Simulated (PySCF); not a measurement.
Al(F)(H)(NCO) (CHAlFNO), SMILES [N]([AlH][F])=C=O. Atoms are numbered in the order given.

```xyz
6

Al     0.4924    -1.1991     0.0000
F     -0.8359    -2.1955     0.0000
H      1.9259    -1.8125     0.0000
N      0.2000     0.5437     0.0000
C     -0.0325     1.7256     0.0000
O     -0.2511     2.8750     0.0000
```

Geometry: B3LYP-D3(BJ)/def2-SVP. The values are those of a single conformer.

These are TDA-ωB97X/def2-SVPD (PySCF 2.14.0) values and carry that method's errors.

Vertical excitations. Gas-phase values at a fixed geometry. State labels are in the subgroup Cs.

Computed excitation energies, oscillator strengths and character:
```tsv
state	symmetry	energy (eV)	λ (nm)	f	main pairs
S1	A"	6.51	190	0.004	HOMO→LUMO 84 %
S2	A'	7.09	175	0.053	HOMO−1→LUMO 64 %, HOMO→LUMO+2 10 %
S3	A"	7.69	161	0.007	HOMO−1→LUMO+2 33 %, HOMO−1→LUMO+4 30 %, HOMO−1→LUMO+6 18 %, HOMO−1→LUMO+1 11 %
S4	A"	7.80	159	0.049	HOMO−2→LUMO 74 %, HOMO−1→LUMO+1 16 %
S5	A'	7.88	157	0.023	HOMO→LUMO+1 70 %, HOMO→LUMO+2 11 %
S6	A"	8.09	153	0.099	HOMO−1→LUMO+1 48 %, HOMO−1→LUMO+2 19 %, HOMO−2→LUMO 18 %
S7	A'	8.76	142	0.425	HOMO→LUMO+2 36 %, HOMO−1→LUMO 27 %, HOMO−1→LUMO+5 9 %, HOMO−1→LUMO+8 7 %
S8	A"	9.02	137	0.000	HOMO→LUMO+5 44 %, HOMO→LUMO+8 24 %, HOMO→LUMO 11 %
S9	A'	9.13	136	0.103	HOMO→LUMO+4 34 %, HOMO→LUMO+2 12 %, HOMO−2→LUMO+1 11 %, HOMO→LUMO+3 8 %
S10	A"	9.32	133	0.007	HOMO−1→LUMO+4 47 %, HOMO−1→LUMO+2 25 %, HOMO−1→LUMO+3 10 %
T1	A"	6.35	195	0	HOMO→LUMO 79 %
T2	A'	6.37	195	0	HOMO−1→LUMO 69 %, HOMO−1→LUMO+5 18 %
T3	A'	6.95	179	0	HOMO→LUMO+2 28 %, HOMO→LUMO+4 28 %, HOMO→LUMO+6 21 %, HOMO→LUMO+10 6 %
T4	A"	7.15	173	0	HOMO−2→LUMO 86 %
```
Triplets are in the Tamm–Dancoff approximation.
